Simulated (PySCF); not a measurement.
C2H5NOSi, SMILES C(#N)C[SiH2]O.

Coordinates come from a PBE-D3(BJ)/def2-SVP optimisation. The structure was generated by enumeration, and PubChem lists no compound with its InChIKey, so it may never have been made. One conformer was computed; it need not be the lowest.

All values below come from PBE-D3(BJ)/def2-SVP in PySCF.

Frequencies are harmonic and unscaled.

```tsv
mode	ν (cm⁻¹)	IR (km/mol)	moving atoms (share of kinetic energy)
1	61	6.1	O 31 %, N 20 %, C 19 %, H 18 %, Si 13 %
2	110	6.6	N 37 %, Si 20 %, C 17 %, O 15 %, H 11 %
3	179	114.2	H 94 %
4	242	2.8	O 39 %, Si 19 %, C 17 %, N 16 %, H 10 %
5	372	0.0	C 53 %, H 28 %, N 19 %
6	460	1.1	C 71 %, N 13 %, Si 11 %
7	479	6.4	H 89 %
8	683	60.0	C 43 %, H 36 %, Si 19 %
9	692	47.7	H 84 %
10	775	174.5	H 73 %, C 12 %, O 10 %
11	804	32.2	H 63 %, C 31 %
12	826	40.5	O 49 %, H 35 %, Si 16 %
13	912	162.1	H 72 %, Si 18 %, O 10 %
14	956	61.7	H 63 %, C 16 %, Si 10 %, N 8 %
15	957	34.7	H 52 %, C 30 %, N 15 %
16	1101	2.2	H 87 %, C 13 %
17	1134	57.1	H 52 %, C 44 %
18	1355	8.2	H 90 %, C 10 %
19	2164	76.8	H 98 %
20	2169	140.1	H 96 %
21	2288	28.1	C 63 %, N 37 %
22	2990	1.5	H 95 %
23	3050	1.1	H 91 %, C 9 %
24	3774	96.3	H 94 %
```
